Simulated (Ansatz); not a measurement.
Single points on (HBe-mu-NH2)2 (Be2N2H6).

```yaml
crystal:
  periodic: [false, false, false]
  atoms:
    - {symbol: Be, position_ang: [0.624351, 0.801316, -0.477860]}
    - {symbol: H, position_ang: [1.304921, 1.943621, -0.748727]}
    - {symbol: N, position_ang: [1.013035, -0.583554, 0.403745]}
    - {symbol: Be, position_ang: [-0.639241, -0.547854, 0.742644]}
    - {symbol: H, position_ang: [-1.365615, -0.907768, 1.830876]}
    - {symbol: N, position_ang: [-1.000693, 0.372440, -0.624303]}
    - {symbol: H, position_ang: [1.707629, -0.570455, 1.137386]}
    - {symbol: H, position_ang: [1.258006, -1.361463, -0.202599]}
    - {symbol: H, position_ang: [-1.736733, 1.064608, -0.621194]}
    - {symbol: H, position_ang: [-1.165660, -0.210890, -1.439979]}
basis:
  gaussian: {orbitals: def2-TZVPD, initial_orbitals: start.molden}
hamiltonian: {xc: r2scan, dispersion: d4}
scf: {omitted_lower_state_checks: [starts]}
output: {orbitals: {seedname: orbitals}}
```

The file start.molden holds the orbitals of an earlier run on this structure, at another level or in another basis.

```sh
$ ansatz run in.yaml --threads 4 --pin off --events-out ev --progress --plain --max-ram 3916MiB
```

Output, abridged:

```
Functional definition: r2SCAN
978 factors; their error is unknown
mean field evaluation 1: about -3882.5199 eV, gradient 6.1e0 eV
mean field evaluation 2: about -3882.6072 eV, gradient 8.9e-2 eV
mean field evaluation 4: about -3882.5940 eV, gradient 1.6e-4 eV
mean field -3882.59395944 eV, -142.6826962929 hartree, gradient 2.3e-5 eV, S^2 0.000000; 0 other end points of the search recorded, 0 dependent functions left out
reference -3882.59397926 eV, -142.6826970209 hartree; 14, 14 occupied and 158, 158 virtual orbitals, 978 factors
Total energy: -3882.63884095 eV, -142.6843456576 hartree
Checks for a lower state left out: starts
```

Run time 4 s (4 threads of Intel Xeon on a shared host).

As the first input, with `gaussian: {orbitals: def2-TZVPP, initial_orbitals: start.molden}`, `correlation: {method: ccsd_t}` and without the key `hamiltonian` (abridged; 40 s):

```
Functional definition: HF
mean field -3859.54643688 eV, -141.8357154607 hartree, gradient 2.2e-6 eV, S^2 0.000000
2 core orbitals not correlated: weight in the atoms' cores, before any rotation towards them, 1.000 or more for the frozen orbitals, at most 0.000 for the correlated occupied ones
second order -16.45013002 eV of doubles, -0.00000000 eV of singles
cycle   1  -17.10956960 eV  change   -6.6e-1 eV  update   7.2e-2
cycle   2  -17.49965332 eV  change   -3.9e-1 eV  update   2.1e-2
cycle   3  -17.54740174 eV  change   -4.8e-2 eV  update   7.7e-3
cycle   4  -17.54190782 eV  change    5.5e-3 eV  update   1.8e-3
cycle   5  -17.54258813 eV  change   -6.8e-4 eV  update   7.3e-4
cycle   6  -17.54273618 eV  change   -1.5e-4 eV  update   2.1e-4
cycle   7  -17.54264462 eV  change    9.2e-5 eV  update   7.3e-5
cycle   8  -17.54261987 eV  change    2.5e-5 eV  update   3.0e-5
perturbative correction -0.52945711 eV, -0.0194571900 hartree
Total energy: -3877.61851386 eV, -142.4998520402 hartree
Checks for a lower state left out: starts
```

As the first input, with `gaussian: {orbitals: def2-TZVP, initial_orbitals: start.molden}`, `hamiltonian: {xc: {name: r2SCANh}, dispersion: d4}` (abridged; 3.3 s):

```
Functional definition: r2SCANh
mean field -3882.39843889 eV, -142.6755110449 hartree, gradient 1.7e-5 eV, S^2 0.000000
Total energy: -3882.44512505 eV, -142.6772267296 hartree
Checks for a lower state left out: starts
```

As the first input, with `gaussian: {orbitals: def2-TZVP, initial_orbitals: start.molden}`, `hamiltonian: {xc: {name: revPBE}, dispersion: d4}` (abridged; 1.7 s):

```
Functional definition: revPBE
mean field -3883.52025240 eV, -142.7167369313 hartree, gradient 1.6e-5 eV, S^2 0.000000
Total energy: -3884.12024275 eV, -142.7387861698 hartree
Checks for a lower state left out: starts
```

First input, but with `hamiltonian: {xc: pbe0, dispersion: d4}` (abridged; 3 s):

```
Functional definition: PBE0
mean field -3879.85193283 eV, -142.5819286735 hartree, gradient 7.0e-6 eV, S^2 0.000000
Total energy: -3880.00046707 eV, -142.5873872062 hartree
Checks for a lower state left out: starts
```

The first input with `correlation: {method: ccsd_t}` and without the key `hamiltonian` (abridged; 32 s):

```
Functional definition: HF
mean field -3859.46905597 eV, -141.8328717646 hartree, gradient 2.1e-6 eV, S^2 0.000000
2 core orbitals not correlated: weight in the atoms' cores, before any rotation towards them, 1.000 or more for the frozen orbitals, at most 0.000 for the correlated occupied ones
second order -16.11091407 eV of doubles, -0.00000000 eV of singles
cycle   1  -16.80974193 eV  change   -7.0e-1 eV  update   7.4e-2
cycle   2  -17.20479392 eV  change   -4.0e-1 eV  update   2.1e-2
cycle   3  -17.25484962 eV  change   -5.0e-2 eV  update   8.1e-3
cycle   4  -17.24899873 eV  change    5.9e-3 eV  update   2.0e-3
cycle   5  -17.24934914 eV  change   -3.5e-4 eV  update   8.0e-4
cycle   6  -17.24953544 eV  change   -1.9e-4 eV  update   2.4e-4
cycle   7  -17.24943953 eV  change    9.6e-5 eV  update   8.5e-5
cycle   8  -17.24941041 eV  change    2.9e-5 eV  update   3.4e-5
cycle   9  -17.24940771 eV  change    2.7e-6 eV  update   1.2e-5
perturbative correction -0.52533191 eV, -0.0193055917 hartree
Total energy: -3877.24379559 eV, -142.4860813977 hartree
Checks for a lower state left out: starts
```

The first input with `gaussian: {orbitals: def2-TZVP, initial_orbitals: start.molden}`, `hamiltonian: {xc: hf}` (abridged; 0.96 s):

```
Functional definition: HF
mean field -3859.41556760 eV, -141.8309061034 hartree, gradient 9.4e-6 eV, S^2 0.000000
Total energy: -3859.41556760 eV, -141.8309061034 hartree
Checks for a lower state left out: starts
```

Geometry: PBE0-D4/def2-TZVP.

Correlated methods freeze 2 core orbitals.
